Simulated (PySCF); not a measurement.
## Simulated absorption spectrum

Species: C4H5FS3.
SMILES: `C[C@]1(F)CSC(=S)S1`

Level of theory: PySCF, TDDFT B3LYP/def2-SVPD, vertical, gas phase, core orbitals frozen in the response. The structure is a single GFN2-xTB conformer in the gas phase; no vibrational or solvent corrections.

Computed states:

```
state  E (eV)       f
   S1    2.85  0.0002
   S2    4.33   0.043
   S3    4.38   0.136
   S4    4.57   0.058
   S5    4.76  0.0053
   S6    5.13  0.0003
   S7    5.74   0.014
   S8    6.00   0.024
```

Each state is given a Gaussian of 0.4 eV full width at half maximum, with ε(max) = 2.175×10⁸ f / Δν̃ (Δν̃ the width in cm⁻¹). The cross-section is σ = 3.8235×10⁻²¹ ε cm², given in Mb (10⁻¹⁸ cm²). The width is an assumption, not a result. The curve ends short of the highest state used, and states not computed would add to its high-energy end.

(1) Give the broadened spectrum and its maxima.

(2) On this curve, what absorbance would a 10⁻⁴ mol/L sample give at 248 nm over a 1 cm path?

(3) Does any computed singlet lie in the visible range?

(4) Coming from long wavelengths, where does ε first pass 100 L mol⁻¹ cm⁻¹?

Answers

(1) 
```csv
E (eV),σ (Mb)
2.25,0.00
2.39,0.00
2.52,0.01
2.66,0.03
2.80,0.04
2.93,0.04
3.07,0.02
3.21,0.00
3.34,0.00
3.48,0.00
3.62,0.00
3.76,0.09
3.89,0.95
4.03,6.67
4.17,24.44
4.30,46.63
4.44,53.37
4.58,36.84
4.71,17.89
4.85,5.73
4.99,1.32
5.13,0.28
5.26,0.15
5.40,0.51
```

Maxima: 435 nm (2.85 eV), ε about 12, made up of S1 (100%); 281 nm (4.41 eV), ε about 14000, made up of S2 (18%), S3 (64%) and S4 (18%) (ε in L mol⁻¹ cm⁻¹; maxima over ε = 5, shares over 10%). At its high-energy end, 5.40 eV, the curve is still rising (ε about 130, from S7).

(2) 248 nm is 4.999 eV, where ε is about 310 L mol⁻¹ cm⁻¹, so A = ε c l ≈ 0.031 (Beer–Lambert, with the gas-phase spectrum and the assumed width).

(3) S1 lies in the visible range (380 to 750 nm), at 435 nm, dark in the vertical dipole picture (f under 0.0005); light of that wavelength is violet to blue, and its complementary colour is yellow-green to yellow; a Tamm–Dancoff triplet lies at 498 nm, without intensity as long as spin–orbit coupling is left out.

(4) At about 323 nm (3.84 eV), 0.99 eV above S1.
